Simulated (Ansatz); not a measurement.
CH2F (SMILES [CH2]F) moved off its minimum; all values from Ansatz (an electronic-structure program), cores frozen in correlated methods. Open shells are unrestricted.
(charge 0, multiplicity 2)
```xyz
4

C     -0.61204     0.05837     0.13289
F      0.69231    -0.04424    -0.05627
H     -1.22548    -0.82554    -0.04302
H     -1.03351     1.08269    -0.00323
```

Problem. Give the forces (eV/Å), the total energy and the dipole at CCSD(T)/aug-cc-pVTZ.

Solution. 
| atom | Fx | Fy | Fz |
|---|---|---|---|
| C1 | -1.586 | 1.075 | 0.031 |
| F2 | 0.642 | -0.203 | -0.163 |
| H3 | 0.428 | 0.091 | -0.001 |
| H4 | 0.516 | -0.963 | 0.132 |
Energy -138.8980 hartree, dipole 1.27 D.
